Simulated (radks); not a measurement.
The silicon anion Si4-, [Ar], held by a Watson sphere: a shell of charge +4 at radius R that stands for the Madelung well of a crystal (potential energy -4/R inside, -4/r outside, in hartree with lengths in bohr). Method: scalar-relativistic Kohn-Sham, PBE, spin-polarised, spherical densities, finite nucleus; Fermi nuclear charge, rms radius of each element as measured or else 0.836 A^(1/3) + 0.57 fm; computed with a radial shooting solver on a logarithmic mesh with Libxc functionals. Response by self-consistent Sternheimer equations with the Hartree and adiabatic LDA kernel, the relativistic mass of each level held fixed and spin-orbit coupling left out. The sphere does not respond.

R (bohr)  e(2p) (eV)  e(3s) (eV)  e(3p) (eV)  <r> 3p (bohr)  sum of <r^2> (bohr^2)  X-ray form factor at sin(theta)/lambda = 0.3 1/angstrom  alpha (bohr^3)
1.96         -93.048     -15.562      -8.021          2.367                  51.65                                                    8.027           32.25
1.97         -92.997     -15.520      -8.003          2.372                  51.85                                                    8.025           32.47
2.15         -92.341     -14.787      -7.669          2.467                  55.58                                                    7.994           36.89
3.25         -92.101     -11.222      -5.629          3.069                  82.29                                                    8.116           84.59
3.67         -92.296     -10.303      -4.980          3.302                  93.94                                                    8.170           116.1
4.19         -92.459      -9.447      -4.307          3.597                  109.6                                                    8.203           170.5
4.2          -92.461      -9.434      -4.296          3.603                  109.9                                                    8.203           171.7
4.46         -92.512      -9.109      -4.014          3.753                  118.3                                                    8.208           206.8
